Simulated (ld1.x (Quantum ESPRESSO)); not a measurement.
## Configuration tests for nickel (Ni) (RRKJ)

Ni (Z = 28), norm-conserving RRKJ (Kleinman–Bylander form), made with ld1.x (Quantum ESPRESSO) 7.5 (PBE, scalar-relativistic). Core [Ar], reference 3d7 4s0 4p0 (charge +3). Waves: 4p (bound, empty): rc 1.85 bohr; 3d (bound): rc 1.55 bohr; 4s (bound, empty): rc 1.95 bohr. Local part: the s channel. Core correction: Bessel-smoothed model core, default radius (core density twice the valence density).

Energies are relative to the spin-unpolarised reference configuration 3d7 4s0 4p0; without spin polarisation the order of configurations can differ from experiment.

Q: Give the all-electron excitation energy and the error of the potential for: 3d8 4s2 4p0; 3d8 4s1 4p0; 3d8 4s0 4p0; 3d8 4s0 4p1; 3d8.5 4s1.5 4p0; 3d7 4s2 4p1; 3d9 4s0 4p0.

A:

| valence configuration | charge | ΔE all-electron (eV) | error AE − PS (meV) |
| --- | --- | --- | --- |
| 3d8 4s2 4p0 | 0 | -64.140 | -293 |
| 3d8 4s1 4p0 | +1 | -54.818 | -332 |
| 3d8 4s0 4p0 | +2 | -37.467 | -352 |
| 3d8 4s0 4p1 | +1 | -49.133 | -308 |
| 3d8.5 4s1.5 4p0 | 0 | -65.323 | -608 |
| 3d7 4s2 4p1 | 0 | -53.595 | -19 |
| 3d9 4s0 4p0 | +1 | -57.822 | -1154 |

Levels in the configuration 3d7 4s2 4p1:

```csv
level,all-electron (eV),pseudo (eV)
3d,-16.210,-16.257
4s,-8.075,-8.071
4p,-2.618,-2.623
```
